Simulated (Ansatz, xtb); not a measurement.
## Two isomers of C3H7FSi

We compare I, `F[SiH]1CCC1`, a singlet, with II, `F[SiH2]C1CC1`, a singlet. Both are isolated molecules in the gas phase, relaxed with PBE0-D3(BJ)/def2-SVP; the shapes shown needn't be the lowest conformers.

I (Å):

```xyz
12

C    -0.1649   -0.5049    0.7696
C     1.2360   -0.3138    0.1185
C     0.8436    0.2562   -1.2759
F    -2.1571    0.6363   -1.2011
Si   -0.7335    0.8196   -0.4309
H    -0.7199    2.2152    0.0952
H    -0.5903   -1.4852    0.4990
H    -0.2280   -0.3829    1.8595
H     1.8488   -1.2287    0.0803
H     1.8160    0.4345    0.6829
H     0.6353   -0.5604   -1.9864
H     1.5483    0.9576   -1.7430
```

II (Å):

```csv
atom,x (Å),y (Å),z (Å)
C,-0.9055,0.5663,-0.9942
C,-1.3263,1.6168,0.0059
C,-2.0925,0.3425,-0.0797
F,1.9471,0.3654,-1.2194
Si,0.6215,-0.4339,-0.7094
H,0.7674,-0.6719,0.7570
H,0.5865,-1.7243,-1.4551
H,-1.1533,0.7808,-2.0400
H,-1.7864,2.5272,-0.3872
H,-0.6941,1.7835,0.8838
H,-1.9936,-0.3763,0.7405
H,-3.0862,0.3581,-0.5347
```

Quicker runs give these differences E(II) − E(I): GFN2-xTB −3.4 kcal/mol; HF/STO-3G +22.4 kcal/mol (at GFN2-xTB geometries); r2SCAN-D4/def2-SVP +10.0 kcal/mol (at GFN2-xTB geometries).

Task: Estimate E(II) − E(I) at the level CCSD(T)/def2-SVP + ΔMP2/def2-TZVPP.

Result: Calculated at CCSD(T)/def2-SVP + ΔMP2/def2-TZVPP: E(II) − E(I) = +11.6 kcal/mol, so structure I lies lower.

The same difference at several levels:

```tsv
level	geometry	E(II) − E(I) (kcal/mol)	departure from the last row (kcal/mol)	job, with rough time for the two
GFN2-xTB	GFN2-xTB	−3.4	−15.0	optimisation, 0.17 s
HF/STO-3G	GFN2-xTB	+22.4	+10.8	single point, 0.32 s
r2SCAN-D4/def2-SVP	GFN2-xTB	+10.0	−1.6	single point, 5 s
PBE0-D3(BJ)/def2-SVP	PBE0-D3(BJ)/def2-SVP	+11.8	+0.2	optimisation, 56 s
HF/def2-SVP	PBE0-D3(BJ)/def2-SVP	+7.1	−4.5	part of the CCSD(T) run
MP2/def2-SVP	PBE0-D3(BJ)/def2-SVP	+9.1	−2.5	part of the CCSD(T) run
CCSD(T)/def2-SVP	PBE0-D3(BJ)/def2-SVP	+9.2	−2.4	single point
CCSD(T)/def2-SVP + ΔMP2/def2-TZVPP	PBE0-D3(BJ)/def2-SVP	+11.6		single point, 35 s
```

As drawn, II has 1 C–C, 1 Si–H in place of 1 C–Si, 1 C–H. Structure I has a 4-membered ring, II a 3-membered ring.

GFN2-xTB puts the two in the other order. The largest departure from CCSD(T)/def2-SVP + ΔMP2/def2-TZVPP is that of GFN2-xTB, 15.0 kcal/mol. The last row adds to CCSD(T) the change of the MP2 difference between the two basis sets, here +2.4 kcal/mol.

With harmonic frequencies from PBE0-D3(BJ)/def2-SVP (ideal gas, rigid rotor, one conformer each, 298.15 K, 1 atm): on the last row, ΔE + ΔZPE = +10.4, ΔH = +10.6, ΔG = +9.8 kcal/mol.

The correlated steps freeze 9 core orbitals. Mirror images aren't counted in ΔG. Codes used: Ansatz 0.2.0, xtb 6.7.1; the last row on 2 threads of Arm Neoverse V1 on a shared host.
